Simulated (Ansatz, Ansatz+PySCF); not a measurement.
```yaml
atoms:
  - { symbol: Li, position_ang: [1.1079, 0.0376, -0.0328] }
  - { symbol: Li, position_ang: [-1.1099, 0.0329, -0.0373] }
  - { symbol: F, position_ang: [0.0167, 1.3138, 0.0420] }
  - { symbol: F, position_ang: [0.0039, -1.3052, -0.0482] }
```

RHF on singlet Li₂F₂ was run in several spherical basis sets with Ansatz (development build ahead of 0.2.0).

(1) Rank the basis sets by the total energy that they give, lowest first, with the distance from the lowest.
A. STO-3G
B. cc-pVTZ
C. def2-SVP
D. cc-pVDZ
E. def2-TZVP
F. 6-31G(d)
G. aug-cc-pVDZ
H. 6-31G

Results:

(1) E (0.00 eV), B (0.22 eV), G (1.42 eV), D (1.85 eV), F (2.43 eV), H (2.97 eV), C (7.01 eV), A (85.44 eV).

Totals follow the description of the cores as much as that of the bonds, so this order isn't one of quality for chemistry.
